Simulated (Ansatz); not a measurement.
CdClF, SMILES `[F][Cd][Cl]`, relaxed with RKS PBE-D4/def2-SVP in Ansatz 0.2.0 from a rough embedded geometry. The force threshold is 0.03 eV/Å; the program also tests the step.

Total charge 0; spin multiplicity 1. Cd: def2 effective core potential.

Start:

```xyz
3

F    -1.941    0.027    0.066
Cd   -0.022   -0.521   -0.401
Cl    1.963    0.495    0.335
```

```json
{"step": "1", "energy (eV)": "-19790.8256", "largest force (eV/Å)": "1.192", "largest move (Å)": "0.000"}
{"step": "2", "energy (eV)": "-19791.1531", "largest force (eV/Å)": "0.877", "largest move (Å)": "0.197"}
{"step": "3", "energy (eV)": "-19791.3787", "largest force (eV/Å)": "0.439", "largest move (Å)": "0.195"}
{"step": "4", "energy (eV)": "-19791.4710", "largest force (eV/Å)": "0.558", "largest move (Å)": "0.195"}
{"step": "5", "energy (eV)": "-19791.4864", "largest force (eV/Å)": "0.036", "largest move (Å)": "0.069"}
{"step": "6", "energy (eV)": "-19791.4866", "largest force (eV/Å)": "0.004", "largest move (Å)": "0.008"}
```

End:

```xyz
3

F    -2.029   -0.264   -0.156
Cd   -0.113   -0.014   -0.008
Cl    2.142    0.278    0.164
```

Hardware: 2 threads of a server CPU on a shared host. Wall time 7 s, peak host memory 0.11 GiB.
